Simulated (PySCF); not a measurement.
Simulation results for B$_{2}$GeH$_{6}$N, CH$_{5}$BGeO, Ge$_{2}$H$_{5}$O, GeH$_{5}$N$_{2}$Si and others

All values are calculated (PySCF 2.14.0). Calculation on a computer-drawn molecule: the log of a Hartree-Fock and frozen-core CCSD(T) single point meant for a local Hartree-Fock minimum, with one planted fault or none, to be diagnosed. Offsets are logged minus clean, where the clean run is the same molecule without the fault. The reference is restricted for singlets and unrestricted otherwise, and also for a bond in bohr or an excited solution. Adding or removing an electron swaps singlet and doublet. The excited solution moves the top pair (singlet) or top alpha electron (doublet) to the lowest empty orbital. Highest occupied and lowest empty are orbital energies over both spins, largest force is the largest gradient component, triples share is (T) over the correlation energy, the T1 limit is 0.02 restricted and 0.045 unrestricted, electrons count all cores, a negative frequency is imaginary (commonest isotopes), and the dipole is about the centre of nuclear charge; on germanium a core potential holds 10 electrons, which the energies leave out, and 3d is frozen in MP2 and coupled-cluster steps.

Common to all runs: meant basis and core potential on germanium cc-pVDZ-PP ECP10MDF; logged SCF converged yes; possible faults no fault, one electron removed, one electron added, multiplicity raised by two, geometry at a saddle point, SCF held on an excited solution, minimal basis STO-3G, one bond length entered in bohr, all coordinates scaled.

(1) 
```xyz
10
formula=B2GeH6N meant_charge=1 meant_multiplicity=1 meant_basis=cc-pVDZ logged_electrons=54 logged_basis_functions=95 logged_spin_squared=0 logged_highest_occupied=-18.069 logged_lowest_empty=-5.2548 logged_largest_force=0.065761 logged_T1_diagnostic=0.0098068 logged_D1_diagnostic=0.031816 logged_triples_share=0.024481 logged_CC_converged=yes logged_dipole_magnitude=2.1373 logged_SCF_stable_within_its_kind=yes logged_energy_HF=-400.38037 logged_energy_CCSD(T)=-400.83219 planted_fault=all_coordinates_scaled,by_-8.4_% HF_energy_offset_from_clean_run=50.88 CCSD(T)_energy_offset_from_clean_run=60.84
B     -0.8256     0.7284     2.5941
N     -0.9843     0.7770     1.2564
B     -1.9365     1.5358     0.6778
Ge     0.0002    -0.1031     0.3149
H     -1.4892     1.3215     3.2175
H     -0.0318     0.0910     2.9954
H     -2.5922     2.1219     1.3160
H     -2.0075     1.5283    -0.4142
H      0.9700    -0.8767     0.9209
H     -0.1720    -0.0423    -1.0536
```

Units: logged_highest_occupied, logged_lowest_empty in eV; logged_largest_force in hartree/bohr; logged_dipole_magnitude in debye; logged_energy_HF, logged_energy_CCSD(T) in hartree; HF_energy_offset_from_clean_run, CCSD(T)_energy_offset_from_clean_run in kcal/mol.

Drawn bonds:
```
atom  other atom  order
   1           2      1
   2           3      1
   2           4      1
   1           5      1
   1           6      1
   3           7      1
   3           8      1
   4           9      1
   4          10      1
```

(2) 
```xyz
9
formula=CH5BGeO meant_charge=0 meant_multiplicity=1 meant_basis=cc-pVDZ logged_electrons=56 logged_basis_functions=90 logged_spin_squared=1.4235 logged_highest_occupied=-8.0548 logged_lowest_empty=0.71468 logged_largest_force=0.019092 logged_T1_diagnostic=0.069386 logged_D1_diagnostic=0.2929 logged_triples_share=0.041161 logged_CC_converged=yes logged_dipole_magnitude=1.2942 logged_SCF_stable_within_its_kind=yes logged_energy_HF=-433.50034 logged_energy_CCSD(T)=-434.04288 planted_fault=one_bond_length_entered_in_bohr,row_7_of_the_drawn_bonds HF_energy_offset_from_clean_run=68.74 CCSD(T)_energy_offset_from_clean_run=84.06
B     -0.6463     1.6840     0.6491
Ge    -0.0247    -0.2030     0.8702
C      1.4324    -0.7501    -0.0929
O      2.1710    -0.0633    -0.9499
H     -1.5884     2.1232     1.2398
H     -0.0461     2.3983    -0.1073
H     -0.5700    -1.3199     1.7363
H      2.1449    -2.6678     0.0675
H      1.8536     0.8266    -1.0350
```

Units: logged_highest_occupied, logged_lowest_empty in eV; logged_largest_force in hartree/bohr; logged_dipole_magnitude in debye; logged_energy_HF, logged_energy_CCSD(T) in hartree; HF_energy_offset_from_clean_run, CCSD(T)_energy_offset_from_clean_run in kcal/mol.

Drawn bonds:
```
atom  other atom  order
   1           2      1
   2           3      2
   3           4      1
   1           5      1
   1           6      1
   2           7      1
   3           8      1
   4           9      1
```

Notes: T1 above single-reference limit.

(3) 
```xyz
8
formula=Ge2H5O meant_charge=0 meant_multiplicity=2 meant_basis=cc-pVDZ logged_electrons=76 logged_basis_functions=85 logged_spin_squared=0 logged_highest_occupied=-16.566 logged_lowest_empty=-7.0745 logged_largest_force=0.081484 logged_T1_diagnostic=0.028426 logged_D1_diagnostic=0.11183 logged_triples_share=0.029756 logged_CC_converged=yes logged_dipole_magnitude=6.3067 logged_SCF_stable_within_its_kind=yes logged_energy_HF=-664.22612 logged_energy_CCSD(T)=-664.65007 planted_fault=one_electron_removed HF_energy_offset_from_clean_run=183.7 CCSD(T)_energy_offset_from_clean_run=179.8
Ge    -0.1169     2.8160    -0.5847
O      0.2319     1.1045    -0.2898
Ge     1.6390     0.0285    -0.2849
H      0.9077     3.6787     0.1833
H     -1.5473     3.0610    -0.0791
H      1.2396    -1.2114     0.5099
H      1.9929    -0.3352    -1.7292
H      2.8190     0.7478     0.3782
```

Units: logged_highest_occupied, logged_lowest_empty in eV; logged_largest_force in hartree/bohr; logged_dipole_magnitude in debye; logged_energy_HF, logged_energy_CCSD(T) in hartree; HF_energy_offset_from_clean_run, CCSD(T)_energy_offset_from_clean_run in kcal/mol.

Drawn bonds:
```
atom  other atom  order
   1           2      1
   2           3      1
   1           4      1
   1           5      1
   3           6      1
   3           7      1
   3           8      1
```

Notes: T1 above single-reference limit.

(4) 
```xyz
9
formula=GeH5N2Si meant_charge=1 meant_multiplicity=1 meant_basis=cc-pV(D+d)Z logged_electrons=64 logged_basis_functions=99 logged_spin_squared=0 logged_highest_occupied=-15.582 logged_lowest_empty=-3.9856 logged_largest_force=4.966e-05 logged_lowest_frequency=-111.29 logged_T1_diagnostic=0.017636 logged_D1_diagnostic=0.054669 logged_triples_share=0.030718 logged_CC_converged=yes logged_dipole_magnitude=1.6025 logged_SCF_stable_within_its_kind=yes logged_energy_HF=-693.91338 logged_energy_CCSD(T)=-694.46547 planted_fault=geometry_at_a_saddle_point HF_energy_offset_from_clean_run=2.566 CCSD(T)_energy_offset_from_clean_run=3.305
N     -2.1741     0.3666     0.0000
Si    -0.7758    -0.4938     0.0000
N      0.6569     0.2199     0.0000
Ge     2.3498     0.1761     0.0000
H     -3.0827    -0.0611     0.0000
H     -2.2113     1.3704     0.0000
H     -1.0095    -1.9346     0.0000
H      3.1146     1.4784     0.0000
H      3.1321    -1.1220     0.0000
```

Units: logged_highest_occupied, logged_lowest_empty in eV; logged_largest_force in hartree/bohr; logged_lowest_frequency in cm⁻¹; logged_dipole_magnitude in debye; logged_energy_HF, logged_energy_CCSD(T) in hartree; HF_energy_offset_from_clean_run, CCSD(T)_energy_offset_from_clean_run in kcal/mol.

Drawn bonds:
```
atom  other atom  order
   1           2      1
   2           3      1
   3           4      2
   1           5      1
   1           6      1
   2           7      1
   4           8      1
   4           9      1
```

(5) 
```xyz
8
formula=BGeH4OSi meant_charge=0 meant_multiplicity=2 meant_basis=cc-pV(D+d)Z logged_electrons=64 logged_basis_functions=94 logged_spin_squared=0 logged_highest_occupied=-1.4529 logged_lowest_empty=7.3284 logged_largest_force=0.034504 logged_T1_diagnostic=0.017634 logged_D1_diagnostic=0.048397 logged_triples_share=0.032578 logged_CC_converged=yes logged_dipole_magnitude=4.4617 logged_SCF_stable_within_its_kind=yes logged_energy_HF=-684.22786 logged_energy_CCSD(T)=-684.75287 planted_fault=one_electron_added HF_energy_offset_from_clean_run=-9.582 CCSD(T)_energy_offset_from_clean_run=-27.83
O     -1.4124    -0.9767    -1.1597
B     -0.7506    -0.5042    -0.2951
Ge     0.3632     0.3134     1.2420
Si    -0.9079     0.4240     3.2761
H      0.7935     1.7095     0.7933
H      1.5994    -0.5672     1.4202
H     -2.0910     1.3032     3.1354
H     -1.3143    -0.9215     3.7420
```

Units: logged_highest_occupied, logged_lowest_empty in eV; logged_largest_force in hartree/bohr; logged_dipole_magnitude in debye; logged_energy_HF, logged_energy_CCSD(T) in hartree; HF_energy_offset_from_clean_run, CCSD(T)_energy_offset_from_clean_run in kcal/mol.

Drawn bonds:
```
atom  other atom  order
   1           2      2
   2           3      1
   3           4      1
   3           5      1
   3           6      1
   4           7      1
   4           8      1
```

(6) 
```xyz
7
formula=AlBGeH3N meant_charge=0 meant_multiplicity=1 meant_basis=cc-pV(D+d)Z logged_electrons=60 logged_basis_functions=89 logged_spin_squared=1.5759 logged_highest_occupied=-7.0437 logged_lowest_empty=0.018808 logged_largest_force=0.079808 logged_T1_diagnostic=0.067759 logged_D1_diagnostic=0.32666 logged_triples_share=0.032838 logged_CC_converged=yes logged_dipole_magnitude=4.0717 logged_SCF_stable_within_its_kind=yes logged_energy_HF=-615.99257 logged_energy_CCSD(T)=-616.38732 planted_fault=one_bond_length_entered_in_bohr,row_3_of_the_drawn_bonds HF_energy_offset_from_clean_run=63.41 CCSD(T)_energy_offset_from_clean_run=93.5
B     -1.5851     1.8776    -1.0081
Al    -0.0482     2.4205     0.3782
N      1.1269     2.8333     1.4415
Ge     3.3759     3.3702     3.9258
H     -1.4049     1.0076    -1.8087
H     -2.6409     2.4394    -0.9991
H      4.2519     4.5274     3.2238
```

Units: logged_highest_occupied, logged_lowest_empty in eV; logged_largest_force in hartree/bohr; logged_dipole_magnitude in debye; logged_energy_HF, logged_energy_CCSD(T) in hartree; HF_energy_offset_from_clean_run, CCSD(T)_energy_offset_from_clean_run in kcal/mol.

Drawn bonds:
```
atom  other atom  order
   1           2      1
   2           3      2
   3           4      1
   1           5      1
   1           6      1
   4           7      1
```

Notes: T1 above single-reference limit.

(7) 
```xyz
10
formula=B2GeH6N meant_charge=1 meant_multiplicity=1 meant_basis=cc-pVDZ logged_electrons=54 logged_basis_functions=95 logged_spin_squared=0 logged_highest_occupied=-10.429 logged_lowest_empty=-11.21 logged_largest_force=0.099487 logged_CC_converged=no logged_dipole_magnitude=6.1763 logged_SCF_stable_within_its_kind=no logged_energy_HF=-399.94464 planted_fault=SCF_held_on_an_excited_solution HF_energy_offset_from_clean_run=312.8
B     -3.1561     2.5474    -0.4120
N     -2.1064     1.5636    -0.5958
Ge    -0.4688     1.9256    -1.1425
B      0.9798     0.4323    -1.3778
H     -2.8976     3.6887    -0.6467
H     -4.2213     2.1749    -0.0376
H     -2.3398     0.6057    -0.3938
H     -0.2808     3.4048    -1.4023
H      1.0568    -0.0913    -2.4409
H      1.6648     0.1830    -0.4402
```

Units: logged_highest_occupied, logged_lowest_empty in eV; logged_largest_force in hartree/bohr; logged_dipole_magnitude in debye; logged_energy_HF in hartree; HF_energy_offset_from_clean_run in kcal/mol.

Drawn bonds:
```
atom  other atom  order
   1           2      1
   2           3      1
   3           4      1
   1           5      1
   1           6      1
   2           7      1
   3           8      1
   4           9      1
   4          10      1
```

Notes: CCSD not converged.

(8) 
```xyz
9
formula=CH5GeNO meant_charge=0 meant_multiplicity=1 meant_basis=cc-pVDZ logged_electrons=58 logged_basis_functions=90 logged_spin_squared=0.8506 logged_highest_occupied=-7.6958 logged_lowest_empty=2.3826 logged_largest_force=0.010378 logged_T1_diagnostic=0.050361 logged_D1_diagnostic=0.25124 logged_triples_share=0.036891 logged_CC_converged=yes logged_dipole_magnitude=7.9413 logged_SCF_stable_within_its_kind=yes logged_energy_HF=-463.31016 logged_energy_CCSD(T)=-463.92587
N     -0.3106    -0.2159    -2.2083
C     -0.5911    -0.9350    -1.1715
Ge    -2.4929    -1.5466    -0.4887
O     -1.7181    -2.2971     1.0062
H     -1.0473     0.1716    -2.7687
H      0.6252     0.0064    -2.4916
H      0.2945    -1.2985    -0.6471
H     -2.6552    -0.0699     0.0799
H     -2.1442    -4.0270     1.1242
```

Units: logged_highest_occupied, logged_lowest_empty in eV; logged_largest_force in hartree/bohr; logged_dipole_magnitude in debye; logged_energy_HF, logged_energy_CCSD(T) in hartree.

Drawn bonds:
```
atom  other atom  order
   1           2      1
   2           3      2
   3           4      1
   1           5      1
   1           6      1
   2           7      1
   3           8      1
   4           9      1
```

Notes: T1 above single-reference limit.

Question: Give the missing planted fault for CH$_{5}$GeNO (entry 8).
Answer: one bond length entered in bohr, row 8 of the drawn bonds

Further results for CH$_{5}$GeNO (entry 8):

| Item | Value |
| --- | --- |
| HF energy offset from clean run | 75.94 kcal/mol |
| CCSD(T) energy offset from clean run | 86.7 kcal/mol |
